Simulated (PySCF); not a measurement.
Species: C5H7FOS.
SMILES with atom numbers: `[O:1]=[S@@:2]1[CH:3]=[CH:4][C@@H:5]([F:6])[CH2:7][CH2:8]1` (hydrogens: H9 on C3; H10 on C4; H11 on C5; H12, H13 on C7; H14, H15 on C8)

Structure used (GFN2-xTB), in Å, numbered top down from 1:
```
atom  x, y, z in Å
O1     0.0903    2.3958   -0.8828
S2     0.4324    1.8737    0.4434
C3     1.6369    0.5343    0.1394
C4     1.3350   -0.6952   -0.2310
C5    -0.0516   -1.2333   -0.4374
F6    -0.2562   -2.2456    0.4983
C7    -1.1631   -0.2010   -0.3084
C8    -0.9409    0.7088    0.8807
H9     2.6604    0.8548    0.2528
H10    2.1173   -1.4295   -0.3846
H11   -0.1061   -1.7357   -1.4137
H12   -1.1775    0.4157   -1.2118
H13   -2.1186   -0.7233   -0.2290
H14   -0.6438    0.1696    1.7773
H15   -1.8191    1.3190    1.0849
```

Vertical excitations from PySCF (density fitting, frozen core in the response, grid level 2 and gas phase unless stated; continuum runs use non-equilibrium linear response for the excitations) on a GFN2-xTB geometry. Reference run:

| settings | S1, eV (f) | S2, eV (f) | S3, eV (f) | S4, eV (f) | S5, eV (f) | S6, eV (f) | T1, eV (Tamm–Dancoff) | mean α (au) |
| --- | --- | --- | --- | --- | --- | --- | --- | --- |
| BHandHLYP/pcseg-1, IEF-PCM water, start guess vsap, full TDDFT, 25 singlets | 5.26 (0.003) | 6.15 (0.016) | 6.76 (0.127) | 7.08 (0.261) | 7.86 (0.001) | 7.91 (0.012) | 4.17 | 91.2 |

Task: What do these settings give: mPW1PW91/3-21G, grid level 4, start guess vsap, full TDDFT, 25 singlets?

Result: 
```
                                                               settings    S1, eV (f)    S2, eV (f)    S3, eV (f)    S4, eV (f)    S5, eV (f)    S6, eV (f)  T1, eV (Tamm–Dancoff)  mean α (au)
mPW1PW91/3-21G, grid level 4, start guess vsap, full TDDFT, 25 singlets  4.05 (0.000)  4.84 (0.004)  6.00 (0.035)  6.84 (0.001)  6.97 (0.015)  6.99 (0.009)                   3.72         62.3
```

S1 moves by -1.21 eV; functional, basis and environment change together, so the shift can't be laid on one. States are counted by energy in each run and needn't keep their character from row to row.

Task: Which orbital pairs make up S1 in each run, and how does it sit against the orbital gap?

Result: 
```csv
settings,S1 configurations (weight),S1 (eV),orbital gap (eV),S1 − gap (eV)
"BHandHLYP/pcseg-1, IEF-PCM water, start guess vsap, full TDDFT, 25 singlets",H→L 0.92,5.26,8.38,-3.12
"mPW1PW91/3-21G, grid level 4, start guess vsap, full TDDFT, 25 singlets",H→L 0.98,4.05,5.47,-1.42
```

One conformer (not necessarily the lowest) at the GFN2-xTB geometry, without vibrations or thermal averaging.
